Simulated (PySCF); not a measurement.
A structure optimised at PBE-D3(BJ)/def2-SVP, used in a PySCF frequency run:

```xyz
9

Hf     0.0288    -0.1758     0.0000
Cl     2.3353     0.3482     0.0000
Cl    -0.5371     0.8158     2.1211
Cl    -0.5371     0.8158    -2.1211
O      0.0434    -2.0794     0.0000
H      0.2762    -3.0171     0.0000
O     -2.3462    -0.2296     0.0000
H     -2.6837     0.2446     0.7885
H     -2.6837     0.2446    -0.7885
```

Task: Write its SMILES, formula and point group.

Result: [OH][Hf](<-[OH2])([Cl])([Cl])[Cl], Cl₃H₃HfO₂, Cs

Task: What are its rotational constants (standard atomic weights)?

Result: 1.1162, 1.1070, 0.79374 GHz
